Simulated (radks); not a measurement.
P+, configuration [Ne] 3s2 3p2.

Method: Dirac Kohn-Sham, PBEsol, spin-unpolarised, spherical densities, finite nucleus; open shells fill j = l - 1/2 first; Fermi nuclear charge, rms radius 3.1889 fm; computed with a radial shooting solver on a logarithmic mesh with Libxc functionals.

Energy parts (hartree):
| part | energy |
|---|---|
| total | -340.96059 |
| kinetic | 342.16501 |
| electron-nucleus | -809.00228 |
| Hartree | 147.99150 |
| exchange-correlation | -22.11481 |

Orbitals (lengths in bohr, moments of r in powers of bohr):
\begin{tabular}{lrrrrr}
orbital & occ. & eigenvalue (hartree) & <r^4> & <1/r> & small-component weight \\ \hline
1s1/2 & 2 & -76.83839 & 0.0005425 & 14.63 & 2.83e-03 \\
2s1/2 & 2 & -6.76670 & 0.1910 & 2.822 & 4.16e-04 \\
2p1/2 & 2 & -4.98040 & 0.1897 & 2.721 & 3.95e-04 \\
2p3/2 & 4 & -4.94673 & 0.1929 & 2.705 & 3.93e-04 \\
3s1/2 & 2 & -0.85285 & 24.04 & 0.7507 & 6.16e-05 \\
3p1/2 & 2 & -0.52209 & 49.86 & 0.6316 & 4.64e-05 \\
3p3/2 & 0 & -0.51967 & 50.45 & 0.6292 & 4.62e-05 \\
3d3/2 & 0 & -0.13949 & 651.3 & 0.3405 & 1.47e-05 \\
3d5/2 & 0 & -0.13945 & 652.0 & 0.3404 & 1.47e-05 \\
\end{tabular}

The highest occupied level is 3p1/2 at -14.207 eV. For comparison, the ionisation energy in NIST's Atomic Spectra Database is 19.769 eV (semi-empirical). In exact Kohn-Sham theory the highest level is minus the ionisation energy, but local and semilocal functionals leave it too shallow, through self-interaction and a potential that decays too fast; potentials with the right tail come closer. Summed over all electrons, <r^2> = 20.78 bohr^2, which gives a Langevin (diamagnetic) susceptibility term of -16.5 x 10^-6 cm^3/mol. The density falls to 0.001 e/bohr^3 at r = 3.83 bohr.

Beside tabulated values, note that spin-unpolarised runs miss the spin-polarisation part of the exchange energy of open shells.
